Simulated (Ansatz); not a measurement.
Compare A (`C[CH]1[NH][AlH]1`) with its isomer B (`[CH3][AlH][CH]=N`).

Computed with Ansatz on PBE0-D4/def2-TZVP structures; ΔE is electronic, products minus reactants. CCSD(T)/CBS is the MP2 limit (def2-TZVPP, def2-QZVPP) plus CCSD(T) − MP2 in def2-TZVPP, frozen cores. DFT in def2-TZVPP. B3LYP here is the variant with VWN-RPA as its local correlation; programs differ in this. One conformer a species, not always the lowest.

A:

Z-matrix (Å, degrees):
```
C
C 1 1.508
H 1 1.094 2 110.9
H 1 1.099 2 111.3 3 119.3
H 1 1.094 2 112.0 3 -120.7
N 2 1.504 1 116.3 3 172.0
Al 2 1.930 1 126.3 3 102.9
H 2 1.095 1 110.9 3 -56.9
H 6 1.007 2 120.6 1 61.6
H 7 1.573 2 167.4 1 -71.5
```

B:

```xyz
10

C    -0.0807   -0.4427   -1.6976
Al   -0.3792   -0.8618    0.1754
C     0.1135    0.4852    1.5475
N     0.5923    1.5766    1.0875
H     0.6034   -1.1624   -2.1597
H     0.3426    0.5572   -1.8123
H    -1.0131   -0.4923   -2.2695
H    -1.0055   -2.2443    0.6602
H    -0.0024    0.3444    2.6362
H     0.8290    2.2401    1.8323
```

Q: Which isomer does CCSD(T)/CBS put lower? Give the gap. (An estimate is asked.)

A: The calculation gave: B, by 7.8 kcal/mol.

Q: Give E(B) − E(A) in kcal/mol with B2PLYP, HF/def2-TZVPP, B3LYP-D4, r2SCAN-D4, CCSD/def2-TZVPP, CCSD(T)/def2-SVP, BLYP-D4. (Estimate.)

A: Ansatz gave: B2PLYP -8.8, HF/def2-TZVPP -16.1, B3LYP-D4 -9.5, r2SCAN-D4 -5.7, CCSD/def2-TZVPP -9.5, CCSD(T)/def2-SVP -8.9, BLYP-D4 -10.1. None reverses the order clearly.

Q: Does the order hold for the free energy at 298.15 K (harmonic terms from PBE0-D4)? (Estimate.)

A: Ansatz gave: Yes: G(B) − G(A) = -12.3 kcal/mol, for one conformer each. Modes under 60 cm⁻¹, often nearly free rotors, make the harmonic entropy too high.

Largest T1 diagnostic: 0.014.

From BLYP to BHLYP (50 % exact exchange), in def2-TZVPP and without D4, E(B) − E(A) moves by +0.9 kcal/mol. At CCSD(T), def2-SVP lies −1.1 kcal/mol from the extrapolated value and def2-TZVPP −1.1 kcal/mol.
